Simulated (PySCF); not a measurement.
Input for PySCF:
```python
from pyscf import gto, scf, ci

mol = gto.Mole()
mol.atom = '''
    Cl   -0.000000   -0.000000   -0.070946
    H     0.000000    0.000000    1.206076
'''
mol.basis = 'def2-tzvpp'
mol.charge = 0
mol.spin = 0
mol.verbose = 4
mol.max_memory = 1800
mol.build()

mf = scf.RHF(mol)
mf.kernel()

myci = ci.CISD(mf, frozen=5)
myci.kernel()
print('E(CISD) = %.10f' % myci.e_tot)
```

### Question
Estimate the SCF-reference HOMO-LUMO gap that CISD/def2-TZVPP (PySCF) returns for this input.

### Answer
16.37 eV

### Question
What total energy does CISD/def2-TZVPP give?

### Answer
-460.3126 Eh
